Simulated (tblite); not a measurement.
C4H12GeO.
Cartesian coordinates in Å at the GFN2-xTB level; atoms count from 1:
```xyz
18
C4H12GeO angstrom
C     -2.059    0.838    0.300
C     -1.756   -0.230   -0.739
C     -0.878   -1.341   -0.173
Ge     0.939   -0.746    0.337
O      1.442    0.238   -1.042
C      2.687    0.883   -1.168
H     -2.705    1.608   -0.117
H     -2.554    0.403    1.166
H     -1.132    1.305    0.631
H     -1.242    0.227   -1.586
H     -2.692   -0.661   -1.105
H     -1.360   -1.793    0.696
H     -0.761   -2.130   -0.919
H      1.942   -1.878    0.496
H      1.076    0.100    1.593
H      3.518    0.175   -1.107
H      2.703    1.365   -2.147
H      2.824    1.643   -0.394
```

Level: GFN2-xTB in tblite, geometry and Hessian alike; calculated harmonic values, unscaled, isolated species. This tight-binding method is rough: wavenumbers can miss measured ones by several per cent, in bad cases by 10 to 20. Modes of hydrogen on germanium can be 10 to 20 % off. One conformer, not necessarily the lowest.

Harmonic wavenumbers (cm⁻¹): 42.9, 81.9, 91.0, 93.8, 118.7, 188.6, 239.0, 283.9, 377.7, 445.6, 476.0, 558.2, 592.4, 687.2, 758.4, 838.4, 851.7, 936.2, 1016.1, 1054.8, 1063.9, 1115.5, 1134.6, 1144.3, 1196.6, 1234.6, 1279.1, 1343.4, 1407.9, 1418.2, 1451.5, 1484.1, 1486.3, 1491.0, 1492.4, 1497.8, 1824.6, 1872.5, 2927.6, 2941.5, 2945.4, 2950.8, 2961.7, 2974.2, 2986.0, 3002.9, 3022.3, 3033.8.

A = 3428, B = 1435, C = 1192 MHz; mass 150.010 u (most abundant isotopes); point group C1, symmetry number 1.

**Question.** What is the zero-point energy?

**Answer.** ½Σν̃ = 32208 cm⁻¹ = 92.09 kcal/mol.

**Question.** What is S at 500 K and 1 bar for an ideal gas of classical rigid rotors and harmonic oscillators?

**Answer.** Translation 43.52, rotation 29.94, vibration 48.47: S = 121.9 cal/(mol K).

**Question.** And Cp and H(500 K) − H(0)?

**Answer.** Cp = 52.03 cal/(mol K), of which vibrations give 44.09 (their classical limit is 48 R = 95.4); H(500 K) − H(0) = 15.79 kcal/mol without the zero-point energy, 11.82 from vibrations.

**Question.** What must be added to the electronic energy to get the Gibbs energy at 500 K and 1 bar?

**Answer.** ZPE + [H(500 K) − H(0)] − T·S = 92.09 + 15.79 − 60.97 = 46.91 kcal/mol.

**Question.** Blend soft modes into free rotors: weight 1/[1 + (100 cm⁻¹/ν̃)⁴] for the oscillator and the rest for a rotor with moment μB/(μ + B), μ = h/(8π²ν), B = 10⁻⁴⁴ kg m². What vibrational entropy results?

**Answer.** 43.99 cal/(mol K) in place of 48.47, which changes −T·S at 500 K by +2.24 kcal/mol.

Hindered rotation and anharmonicity are outside this model. Other conformers, if any are populated, would add a mixing term that is left out. The structure is chiral; the term R ln 2 for an equal mix with its mirror image is left out.
